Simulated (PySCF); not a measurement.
Vertical excitation energies

Species: C4H10OP2.
Atom-mapped SMILES: `[CH2:1]=[CH:2][CH2:3][P@:4]([CH3:5])(=[O:6])[PH2:7]` (hydrogens: H8, H9 on C1; H10 on C2; H11, H12 on C3; H13, H14, H15 on C5; H16, H17 on P7)

Method: TDDFT CAM-B3LYP/def2-SVPD, vertical, gas phase, core orbitals frozen in the response in PySCF. Geometry: GFN2-xTB, one conformer, isolated molecule. Torsions of this conformer, `[CH2:1]=[CH:2][CH2:3][P@:4]([CH3:5])(=[O:6])[PH2:7]`: C1–C2–C3–P4 95°, C2–C3–P4–C5 -175°, H–P7–P4–C3 89°, H–P7–P4–C3 -179°.

```csv
state,E (eV),λ (nm),ν̃ (cm⁻¹),f,|μ| (D),"main configurations (H = HOMO, L = LUMO)"
S1,6.27,197.7,50590,0.020,0.92,"H→L (76%), H→L+3 (9%)"
S2,6.56,188.9,52940,0.095,1.95,"H→L+1 (54%), H→L+2 (12%), H→L (10%)"
S3,6.64,186.8,53530,0.071,1.68,"H→L+3 (54%), H→L+2 (16%)"
S4,6.82,181.9,54970,0.036,1.18,H-1→L (69%)
S5,6.89,180.0,55550,0.158,2.46,"H→L+2 (48%), H→L+1 (25%)"
S6,6.94,178.6,55990,0.017,0.80,"H-1→L+1 (42%), H-1→L+2 (36%), H-1→L (9%)"
S7,7.27,170.6,58610,0.046,1.29,"H-1→L+3 (30%), H-1→L+2 (29%), H-1→L+1 (23%)"
S8,7.45,166.4,60080,0.082,1.70,"H-1→L+3 (49%), H-1→L+1 (17%), H-1→L+2 (14%)"
```

Triplets (Tamm–Dancoff): T1 4.32 eV, H-1→L (40%), H-2→L (25%), H→L (17%); T2 5.27 eV, H→L+2 (50%), H→L+1 (27%); T3 5.89 eV, H→L+3 (44%), H→L (13%), H-3→L+3 (9%).

The lowest singlet lies at 6.27 eV (198 nm, vacuum ultraviolet) and is weak; its leading configuration is HOMO→LUMO (76%). The most intense listed level is S5 at 6.89 eV (180 nm, f = 0.158), 0.62 eV above S1. Löwdin shares by element: HOMO phosphorus 42%, oxygen 37%, carbon 5% or more (atoms not listed hold the other 16%); LUMO carbon 60% or more, hydrogen 6% or more (atoms not listed hold the other 33%). The listed states span 1.18 eV, and the widest gap between neighbours is 0.33 eV (S6 to S7). Of the 8 states listed, 8 reach f = 0.01 and none stays under 0.0005. Weighted by f, the mean energy of these states is 6.89 eV. Only the lowest 8 singlets were computed, as vertical energies without vibronic structure.

The run took 64 s on Arm Neoverse V1, one thread, shared host, and the process peaked at 1.0 GiB of memory.
